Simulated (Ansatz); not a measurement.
`N/C=C/[SiH3]` + H–F → `F/C=C/[SiH3]` + NH₃ at 600 K and 1 bar (substitution at a C–N bond).

Computed with Ansatz on PBE0-D4/def2-TZVP structures; ΔE is electronic, products minus reactants. CBS: MP2 limit from def2 TZ/QZ plus the TZ coupled-cluster correction, frozen cores. This one scheme is used for every species. Double bonds are as drawn, so ΔE can hold a change between cis and trans. Each species was taken in one conformer, which may not be the lowest.

| species | CCSD(T)/CBS energy (Eh) | H − E (kJ/mol) | S (J/(mol·K)) |
| --- | --- | --- | --- |
| `N/C=C/[SiH3]` | -424.07389 | 279.5 | 402.8 |
| H–F | -100.39570 | 42.3 | 194.0 |
| `F/C=C/[SiH3]` | -467.94748 | 207.2 | 382.3 |
| NH₃ | -56.50880 | 112.4 | 219.5 |

H − E and S are ideal-gas, rigid-rotor, harmonic terms from PBE0-D4/def2-TZVP, for one conformer and one mirror image of each species. 1 Eh = 2625.50 kJ/mol, R = 8.31446 J/(mol·K).

By hand: ΔE, ΔH, ΔS and ΔG.

ΔE = (-467.94748) + (-56.50880) − (-424.07389) − (-100.39570) = 0.01331 Eh = 34.9 kJ/mol. Δ(H − E) = 207.2 + 112.4 − 279.5 − 42.3 = -2.2, so ΔH = 32.7 kJ/mol. ΔS = 382.3 + 219.5 − 402.8 − 194.0 = 5.0 J/(mol·K). ΔG = 32.7 − 600 × (5.0)/1000 = 29.7 kJ/mol.

By hand: the equilibrium constant, and the temperature at which ΔG would vanish if ΔH and ΔS stayed fixed.

log₁₀ K = −ΔG/(RT ln 10) = -2.6. ΔG = 0 at ΔH/ΔS = 6540 K, far beyond where these terms or the molecules hold.

The number of gas molecules stays the same, so ΔS is small and ΔH decides. A doubt of 5 kJ/mol in ΔE shifts log₁₀ K by 0.4 here. Other conformers and mirror images would add mixing entropy, several J/(mol·K) or more a flexible species. These are equilibria of isolated gas molecules and say nothing of rates. Largest T1 diagnostic: 0.012 (customary marks: 0.02 for closed shells, 0.045 for open ones).
